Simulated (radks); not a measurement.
Question: The mean radii <r> (bohr) of the occupied orbitals of an atom or ion are listed with their occupations. Method: scalar-relativistic Kohn-Sham, PBE, spin-polarised, spherical densities, finite nucleus; Fermi nuclear charge, rms radius of each element as measured or else 0.836 A^(1/3) + 0.57 fm; computed with a radial shooting solver on a logarithmic mesh with Libxc functionals.

orbital  occ.      <r>
1s down     1  0.02151
1s up       1  0.02151
2s up       1  0.09151
2s down     1  0.09151
2p up       3  0.08089
2p down     3  0.08089
3s up       1   0.2395
3s down     1   0.2393
3p up       3   0.2382
3p down     3   0.2380
3d up       5   0.2167
3d down     5   0.2164
4s up       1   0.5401
4s down     1   0.5402
4p up       3   0.5713
4p down     3   0.5716
4d up       5   0.6179
4d down     5   0.6193
5s up       1    1.261
5s down     1    1.281
5p up       3    1.437
5p down     3    1.464
4f up       7   0.7725

Name the element and its charge. Open shells, if any, are filled with parallel spins first.

Answer: Z = 65, terbium, charge +4: Tb4+ in [Xe] 4f7. The 1s radius gives Z: for a bare nucleus <r> = (2 gamma + 1)/(2Z) with gamma = sqrt(1 - (Z/c)^2), 0.02124 bohr for Z = 65, and screening makes it slightly larger (0.02151 here). The occupations add up to 61, and the charge is Z minus that.
